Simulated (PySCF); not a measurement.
## Magnetisability: SMILES ClC(Cl)C1=CC=C[SiH2]1, C₅H₆Cl₂Si

Cartesian coordinates in Å; atom numbers follow the order of the lines, from 1:
```xyz
14

Cl    2.6435    0.6484   -1.4949
C     2.0285   -0.2231   -0.0596
Cl    2.7208    0.5445    1.3993
C     0.5608   -0.1568   -0.0196
C    -0.2319   -1.2384   -0.0449
C    -1.6613   -0.9789   -0.0011
C    -2.0305    0.3065    0.0584
Si   -0.5023    1.4151    0.0695
H     2.4290   -1.2391   -0.1067
H     0.1338   -2.2548   -0.0945
H    -2.3495   -1.8118   -0.0191
H    -3.0642    0.6050    0.0938
H    -0.3655    2.2429   -1.1253
H    -0.3119    2.1399    1.3224
```

Method used: GIAO KT3/pcSseg-1 magnetisability, rotational g tensor and spin-rotation constants, non-relativistic, gas phase in PySCF. Geometry: GFN2-xTB.

(1) What are the magnetisability and the molar susceptibility?

(2) Split it along the inertial axes a, b, c into diamagnetic and paramagnetic parts about the centre of mass, with the quadrupole moment.

(3) And the rotational g tensor?

Answers

(1) Isotropic -1420 × 10⁻³⁰ J/T², or -85.5 × 10⁻⁶ cm³/mol; principal values -1741, -1336, -1185 × 10⁻³⁰ J/T², anisotropy 498 × 10⁻³⁰ J/T² (root of half the summed squared differences of the principal values). The susceptibility is in cgs units.

(2) 
```
axis  χ (10⁻⁶ cm³/mol)  diamagnetic (10⁻⁶ cm³/mol)  paramagnetic (10⁻⁶ cm³/mol)  summed x² of all electrons (Å²)  quadrupole Θ (D Å)
   a             -79.2                      -710.8                        631.6                            291.9               +0.03
   b            -104.8                     -1570.1                       1465.2                             89.4               -7.67
   c             -72.6                     -1617.6                       1545.0                             78.2               +7.63
```
Anisotropies 2χaa − χbb − χcc = +19.1 and 2χbb − χaa − χcc = -57.8 × 10⁻⁶ cm³/mol. Θ is traceless in Buckingham's convention.

(3) 
| axis | rotational constant (GHz) | g | nuclear part | electronic part |
| --- | --- | --- | --- | --- |
| a | 1.9459 | -0.0360 | 0.5414 | -0.5774 |
| b | 0.7908 | -0.0034 | 0.5410 | -0.5444 |
| c | 0.7444 | -0.0176 | 0.5227 | -0.5403 |

Asymmetric top; isotopes 12C, 35Cl, 1H, 28Si; no vibrational averaging.
